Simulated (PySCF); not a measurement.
## Electron correlation in Cl (chlorine, neutral)

[Ne] 3s2 3p4 4s1, 4s spin antiparallel (an excited configuration). Calculation: PySCF 2.14, in aug-cc-pV(5+d)Z (8s7p6d4f3g2h, 136 functions); no relativity, point nucleus. Frozen: [Ne]; 7 electrons correlated.

MP2 pair energies summed by pair of shells (mhartree):

```json
{"pair": "3s-3p", "energy": "-64.78", "share (%)": "42.1"}
{"pair": "3p-3p", "energy": "-64.46", "share (%)": "41.9"}
{"pair": "3p-4s", "energy": "-11.40", "share (%)": "7.4"}
{"pair": "3s-3s", "energy": "-11.00", "share (%)": "7.1"}
{"pair": "3s-4s", "energy": "-2.39", "share (%)": "1.6"}
```

Total MP2 correlation energy: -154.03 mhartree.

Same-spin part -34.20 and opposite-spin part -119.83 mhartree; SCS-MP2 scales them by 1/3 and 6/5 to -155.20 mhartree.
